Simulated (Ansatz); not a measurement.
`C=C[SiH2][SiH2]Cl` + dimethylamine → `CNC[SiH2]Cl` + `C=C[SiH3]`  (formal exchange of groups at the Si–Si bond)

Program: Ansatz. Geometries: PBE0-D4/def2-TZVP. ΔE: electronic, gas phase. CCSD(T)/CBS adds triple-zeta CCSD(T) − MP2 to the extrapolated MP2 energy (def2 sets, frozen cores). Functionals use def2-TZVPP. Each species was taken in one conformer, which may not be the lowest.

```tsv
level	ΔE (kcal/mol)
PBE0	4.9
MP2/def2-TZVPP	1.2
```

Problem. What does CCSD(T)/CBS give? (Estimate.)

Solution. Computed: +2.5 kcal/mol. The listed levels differ from it by 2.4, -1.3 kcal/mol.

Largest T1 diagnostic among the species: 0.011.
